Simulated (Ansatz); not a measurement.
`C[O][Al]([NH2])[Cl]`. Charge 0, multiplicity 1.

Cartesian coordinates in Å:
```
C 1.5927 -0.2835 -1.1472
O 0.3753 -0.4818 -0.4890
Al -0.5741 0.4001 0.5710
N -2.0808 -0.2647 1.1634
Cl 0.0363 2.3049 1.1941
H 2.3104 -1.0543 -0.8482
H 1.4489 -0.3573 -2.2299
H 2.0324 0.6962 -0.9269
H -2.6980 0.2094 1.8004
H -2.4432 -1.1691 0.9125
```

(1) What are the harmonic wavenumbers in cm⁻¹ at PBE0-D4/def2-TZVP (Ansatz, finite differences of forces, unscaled)? (An estimate is asked.)

(2) Is this a minimum?

(3) Give the ideal-gas thermochemistry at 298.15 K and 1 bar (rigid rotor, harmonic oscillator; point group Cs, symmetry number 1).

(4) Rotational constants (cm⁻¹)?

Answers

(1) Computed: 83, 88, 96, 169, 253, 257, 355, 360, 471, 647, 756, 888, 1183, 1192, 1237, 1487, 1496, 1502, 1561, 3012, 3077, 3085, 3624, 3717.

(2) Yes, all 24 modes are real.

(3) Zero-point energy 183.0 kJ/mol; H(298) − E = 206.4 kJ/mol; entropy 370.5 J/(mol·K), of which translation 167.4, rotation 116.0, vibration 87.1; G(298) − E = 96.0 kJ/mol. Modes under 100 cm⁻¹ are hindered rotations or soft bends, so the harmonic entropy is rough.

(4) 0.1151, 0.07908, 0.0473.
